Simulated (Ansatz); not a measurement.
`N[SiH2]C[TeH]` → `[CH2]` (triplet) + `N[SiH2][TeH]` at 700 K and 1 bar (formal loss of a carbene).

Computed with Ansatz on PBE0-D4/def2-TZVP structures; ΔE is electronic, products minus reactants. CCSD(T)/CBS is the MP2 limit (def2-TZVPP, def2-QZVPP) plus CCSD(T) − MP2 in def2-TZVPP, frozen cores. This one scheme is used for every species. Triplets are unrestricted, without spin–orbit coupling. def2 core potentials past Kr. For Te outer-core shells are correlated without core-valence functions, which leaves a few kJ/mol of doubt a bond. One conformer a species, not always the lowest.

```json
{"species": "`N[SiH2]C[TeH]`", "CCSD(T)/CBS energy (Eh)": "-653.80095", "H − E (kJ/mol)": "285.1", "S (J/(mol·K))": "499.4"}
{"species": "`[CH2]` (triplet)", "CCSD(T)/CBS energy (Eh)": "-39.09499", "H − E (kJ/mol)": "70.4", "S (J/(mol·K))": "226.8"}
{"species": "`N[SiH2][TeH]`", "CCSD(T)/CBS energy (Eh)": "-614.55865", "H − E (kJ/mol)": "196.4", "S (J/(mol·K))": "427.7"}
```

H − E and S are ideal-gas, rigid-rotor, harmonic terms from PBE0-D4/def2-TZVP, for one conformer and one mirror image of each species, with the whole ground term of open shells counted as degenerate. 1 Eh = 2625.50 kJ/mol, R = 8.31446 J/(mol·K).

Q: By hand: ΔE, ΔH, ΔS and ΔG.

A: ΔE = (-39.09499) + (-614.55865) − (-653.80095) = 0.14731 Eh = 386.8 kJ/mol. Δ(H − E) = 70.4 + 196.4 − 285.1 = -18.3, so ΔH = 368.5 kJ/mol. ΔS = 226.8 + 427.7 − 499.4 = 155.1 J/(mol·K). ΔG = 368.5 − 700 × (155.1)/1000 = 259.9 kJ/mol.

Q: By hand: the equilibrium constant, and the temperature at which ΔG would vanish if ΔH and ΔS stayed fixed.

A: log₁₀ K = −ΔG/(RT ln 10) = -19.4. ΔG = 0 at ΔH/ΔS = 2376 K.

The number of gas molecules changes by +1, which sets the sign of ΔS. A doubt of 5 kJ/mol in ΔE shifts log₁₀ K by 0.4 here. Other conformers and mirror images would add mixing entropy, several J/(mol·K) or more a flexible species. A triplet takes part, so the spin changes. These are equilibria of isolated gas molecules and say nothing of rates. Largest T1 diagnostic: 0.011 (customary marks: 0.02 for closed shells, 0.045 for open ones).
